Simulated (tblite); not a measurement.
Parent: `[CH2:1]=[CH:2][O:3][SiH2:4][CH2:5][CH:6]=[O:7]` with C1–C2–O3–Si4 7°, C2–O3–Si4–C5 -57°, O3–Si4–C5–C6 101°, Si4–C5–C6–O7 -89°, C4H8O2Si.

Structures optimised with GFN2-xTB, isolated species. One conformer each, not checked by frequencies here.

```json
{"coordinate of the parent": "C1=C2", "value": "1.319 Å"}
{"coordinate of the parent": "C2–O3", "value": "1.353 Å"}
{"coordinate of the parent": "O3–Si4", "value": "1.615 Å"}
{"coordinate of the parent": "Si4–C5", "value": "1.935 Å"}
{"coordinate of the parent": "C5–C6", "value": "1.474 Å"}
{"coordinate of the parent": "C6=O7", "value": "1.205 Å"}
{"coordinate of the parent": "C1–C2–O3", "value": "126.4°"}
{"coordinate of the parent": "C2–O3–Si4", "value": "138.0°"}
{"coordinate of the parent": "O3–Si4–C5", "value": "112.9°"}
{"coordinate of the parent": "Si4–C5–C6", "value": "109.3°"}
{"coordinate of the parent": "C5–C6–O7", "value": "125.8°"}
```

Problem. In one relative the bonds that all share with the parent change as follows (parent's numbers): C1–C2 0.000, C2–O3 -0.007, O3–Si4 +0.011, Si4–C5 -0.032, C5–C6 +0.002, C6–O7 +0.128 Å. Which is it?
A. `[CH2:1]=[CH:2][O:3][SiH2:4][CH2:5][C:6]([CH3:7])=[O:8]` with C1–C2–O3–Si4 -3°, C2–O3–Si4–C5 -68°, O3–Si4–C5–C6 -173°, Si4–C5–C6–C7 -96°
B. `[CH2:1]=[CH:2][O:3][SiH2:4][CH2:5][C:6](=[O:7])[NH:8][CH3:9]` with C1–C2–O3–Si4 0°, C2–O3–Si4–C5 -179°, O3–Si4–C5–C6 178°, Si4–C5–C6–O7 5°, C5–C6–N8–C9 179°
C. `[CH2:1]=[CH:2][O:3][SiH2:4][CH2:5][C:6](=[O:7])[C:8]#[C:9][CH3:10]` with C1–C2–O3–Si4 -174°, C2–O3–Si4–C5 -176°, O3–Si4–C5–C6 177°, Si4–C5–C6–O7 83°
D. `[CH:1]#[C:2][C:3](=[O:4])[CH2:5][SiH2:6][O:7][CH:8]=[CH2:9]` with C2–C3–C5–Si6 -92°, C3–C5–Si6–O7 63°, C5–Si6–O7–C8 179°, Si6–O7–C8–C9 -2°
E. `[CH2:1]=[CH:2][O:3][SiH2:4][CH2:5][C:6](=[O:7])[O:8][SiH3:9]` with C1–C2–O3–Si4 -1°, C2–O3–Si4–C5 -179°, O3–Si4–C5–C6 176°, Si4–C5–C6–O7 -98°, C5–C6–O8–Si9 -177°

Solution. E. The changes in all of them (Å):

```tsv
SMILES	C1–C2	C2–O3	O3–Si4	Si4–C5	C5–C6	C6–O7
C=CO[SiH2]CC(=O)NC	+0.002	-0.013	+0.026	-0.035	+0.019	+0.015
C=CO[SiH2]CC(=O)O[SiH3]	0.000	-0.007	+0.011	-0.032	+0.002	+0.128
C=CO[SiH2]CC(C)=O	+0.002	-0.009	+0.013	-0.016	+0.016	+0.003
C#CC(=O)C[SiH2]OC=C	0.000	-0.007	+0.009	-0.025	+0.016	+0.006
C=CO[SiH2]CC(=O)C#CC	+0.002	-0.004	+0.010	-0.033	+0.015	+0.007
```

Atoms are paired thus: C=CO[SiH2]CC(=O)NC: C1 = C1, C2 = C2, O3 = O3, Si4 = Si4, C5 = C5, C6 = C6, O7 = O7; C=CO[SiH2]CC(=O)O[SiH3]: C1 = C1, C2 = C2, O3 = O3, Si4 = Si4, C5 = C5, C6 = C6, O7 = O8; C=CO[SiH2]CC(C)=O: C1 = C1, C2 = C2, O3 = O3, Si4 = Si4, C5 = C5, C6 = C6, O7 = O8; C#CC(=O)C[SiH2]OC=C: C1 = C9, C2 = C8, O3 = O7, Si4 = Si6, C5 = C5, C6 = C3, O7 = O4; C=CO[SiH2]CC(=O)C#CC: C1 = C1, C2 = C2, O3 = O3, Si4 = Si4, C5 = C5, C6 = C6, O7 = O7.

All values are computed, not measured.
